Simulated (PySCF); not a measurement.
(silylamino)silyloxymethane (CH₉NOSi₂), SMILES CO[SiH2]N[SiH3].

Geometry optimised at ωB97X-D3(BJ)/def2-SVP. Other conformers were not sampled.

Two levels are set side by side: PBE/def2-TZVP (PySCF) and B3LYP/def2-TZVP (PySCF). Same geometry, gas phase. Differences are taken from unrounded values.

```
quantity                     B3LYP
---------------------------  -----
orbital gap (eV)              7.49
highest occupied level (eV)  -7.54
lowest empty level (eV)      -0.06
dipole moment (D)             0.86
mean polarisability (bohr³)   74.7
```

**Question.** What does PBE give, and how far is it from B3LYP? (An estimate is asked for; the answer gives what the named calculation found.)

**Answer.** 
```csv
quantity,PBE,PBE minus B3LYP
orbital gap (eV),5.74,-1.75
highest occupied level (eV),-6.42,1.12
lowest empty level (eV),-0.69,-0.63
dipole moment (D),0.82,-0.04
mean polarisability (bohr³),77.9,3.2
```

Without exact exchange PBE keeps part of each electron's self-repulsion, which lifts occupied levels and narrows the gap. PBE's more diffuse valence density responds more strongly to a field. Differences between two approximate levels are no errors against the true value.

Rough cost on one machine, each run with all the roots and properties that it gave: B3LYP against PBE within a factor of 2.
